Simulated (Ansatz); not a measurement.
Two members of one family (AlF3 adduct), computed with Ansatz in the gas phase. The two geometries come from different levels. Binding counts from free atoms in the multiplicity of their measured ground term, without zero-point energy. A dash marks a value that wasn't run or was left out as unsound. The structures are stationary points that may keep the symmetry of their start. Remarks come from the PBE and PBE0 runs and from stability tests at other levels; not every state was tested. HOMO above LUMO (over both spins in singlets and doublets, within one spin in higher multiplets; at PBE or PBE0), or a gap under 0.15 eV within one spin, warns that the state may not be the lowest or that an electron is smeared out.

First: Al(H2S)F3 (singlet, charge 0, PBE-D4/def2-SVP geometry).

```xyz
7

Al   -0.872    0.404   -0.375
S     1.061   -0.219    1.089
H     0.982   -1.545    0.780
H     1.987    0.004    0.111
F    -2.122   -0.208    0.555
F    -0.406   -0.494   -1.712
F    -0.630    2.058   -0.447
```

```json
{"level": "LDA (SPW92)/def2-TZVP", "HOMO (eV)": "-8.64", "LUMO (eV)": "-2.31", "gap (eV)": "6.33", "vertical IE (eV)": "–", "binding per atom (eV)": "4.40"}
{"level": "PBE-D4/def2-TZVP", "HOMO (eV)": "-8.47", "LUMO (eV)": "-2.20", "gap (eV)": "6.26", "vertical IE (eV)": "11.62", "binding per atom (eV)": "3.90"}
{"level": "r2SCAN-D4/def2-TZVP", "HOMO (eV)": "-8.85", "LUMO (eV)": "-1.94", "gap (eV)": "6.92", "vertical IE (eV)": "11.90", "binding per atom (eV)": "3.88"}
{"level": "B3LYP-D4/def2-TZVP", "HOMO (eV)": "-9.72", "LUMO (eV)": "-1.48", "gap (eV)": "8.24", "vertical IE (eV)": "–", "binding per atom (eV)": "3.83"}
{"level": "PBE0-D4/def2-SVP", "HOMO (eV)": "-9.89", "LUMO (eV)": "-0.79", "gap (eV)": "9.10", "vertical IE (eV)": "–", "binding per atom (eV)": "3.76"}
```

Remarks: gap within one spin near zero at PBE or PBE0 (+1 doublet).

Second: Al(H2O)F3 (singlet, charge 0, PBE0-D4/def2-SVP geometry).

Cartesian coordinates in Å:
```
Al -0.508 -0.348 0.563
O 0.543 0.226 -0.972
H 0.359 1.158 -1.164
H 1.489 0.147 -0.778
F 0.813 -0.702 1.516
F -1.451 -1.613 0.053
F -1.246 1.131 0.781
```

Task: What does the change do? Estimate second minus first.

Result: 
```csv
level,Δ HOMO (eV),Δ LUMO (eV),Δ gap (eV),Δ vertical IE (eV),Δ binding per atom (eV)
LDA (SPW92)/def2-TZVP,-0.22,0.38,0.60,–,0.43
PBE-D4/def2-TZVP,-0.12,0.43,0.54,0.72,0.36
r2SCAN-D4/def2-TZVP,-0.23,0.89,1.12,0.78,0.35
B3LYP-D4/def2-TZVP,-0.64,0.19,0.83,–,0.36
PBE0-D4/def2-SVP,-0.40,0.36,0.76,–,0.37
```

Remarks: gap within one spin near zero at PBE or PBE0 (+1 doublet).
